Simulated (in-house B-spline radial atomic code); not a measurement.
A fraction x of an electron is removed from 2p in Ne³⁺, starting from [He] 2s2 2p3 and keeping the highest spin. Computed with a B-spline radial code for spherical atoms: scalar-relativistic (X2C) RPBE, spin-polarised, spherical fractional occupations, Fermi nucleus of rms radius 3.0055 fm.

```csv
x,E(x) - E(0) (eV),2p up level (eV)
0,0.0000,-83.709
0.07,5.9260,-85.607
0.24,20.8745,-90.269
0.26,22.6854,-90.822
0.43,38.5270,-95.562
0.5,45.2853,-97.534
0.54,49.2093,-98.666
0.73,68.4702,-104.094
0.78,73.7109,-105.536
0.89,85.4951,-108.727
1,97.6318,-111.945
```

The exact functional would give a straight line between the two integer points. Deviations E(x) - E(0) - x[E(1) - E(0)], in eV: -0.908 at x = 0.07, -2.557 at x = 0.24, -2.699 at x = 0.26, -3.455 at x = 0.43, -3.531 at x = 0.5, -3.512 at x = 0.54, -2.801 at x = 0.73, -2.442 at x = 0.78, -1.397 at x = 0.89.

The curve lies below the straight line by up to 3.531 eV (at x = 0.5): convex, the delocalisation error that favours fractional charges.

Q: How well does Slater's transition state (minus the level at half occupation) give the ionisation energy?

A: It gives 97.534 eV against 97.632 eV from the two total energies; NIST lists 97.19 eV, ground level to ground level.
